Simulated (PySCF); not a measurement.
## Constants of HfO, step by step

State: ¹Σ⁺, singlet, closed shell. De refers to Hf (5d2 6s2) + O. RHF-based CCSD(T) in PySCF 2.14 with Hf cc-pVTZ-PP with ECP60, O cc-pVTZ and Hf cc-pVQZ-PP with ECP60, O cc-pVQZ (frozen core orbitals: 5; scalar-relativistic core potentials). Correlation energies are extrapolated as n⁻³ (n = 3, 4), Hartree–Fock as (n+1)·exp(−9√n). CV is the change on freezing 0 orbitals instead, in Hf cc-pwCVTZ-PP with ECP60, O cc-pwCVTZ.

| Level | Re (Å) | ωe (cm⁻¹) | ωexe (cm⁻¹) | αe (cm⁻¹) | De (eV) |
| --- | --- | --- | --- | --- | --- |
| CCSD(T)/TZ | 1.7402 | 951.0 | 2.88 | 0.00158 | 8.433 |
| CCSD(T)/QZ | 1.7391 | 952.9 | 2.93 | 0.00155 | 8.565 |
| HF/CBS | 1.6918 | 1055.0 | 2.55 | 0.00142 | 4.933 |
| MP2/CBS | 1.7390 | 948.1 | 3.05 | 0.00162 | 9.457 |
| CCSD/CBS | 1.7265 | 988.3 | 2.54 | 0.00141 | 8.185 |
| CCSD(T)/CBS | 1.7399 | 952.3 | 2.91 | 0.00153 | 8.646 |
| CCSD(T)/CBS+CV | 1.7216 | 970.1 | 3.06 | 0.00166 | 8.805 |

**Question.** How much is left between CCSD(T)/QZ and the basis-set limit, and how much do the triples give at the limit?

**Answer.** CCSD(T)/CBS less CCSD(T)/QZ: +0.8 mÅ in Re, -0.6 cm⁻¹ in ωe and +0.081 eV in De. CCSD(T)/CBS less CCSD/CBS: +13.4 mÅ in Re, -36.0 cm⁻¹ in ωe and +0.461 eV in De.

**Question.** What do the later terms add?

**Answer.** CV: -18.3 mÅ in Re, +17.8 cm⁻¹ in ωe and +0.159 eV in De, each against the row above.

The T1 diagnostic is 0.032, large enough to doubt a single reference. The open-shell atoms are computed with UHF. Spin–orbit coupling, excitations beyond (T) and corrections to the Born–Oppenheimer picture are left out, and spin–orbit coupling matters for open p, d or f shells this heavy.

The whole job (state search and all basis sets along the bond) took about 7.8 min on 4 threads of Intel Xeon 6975P-C (shared host), peak memory 6.3 GiB.
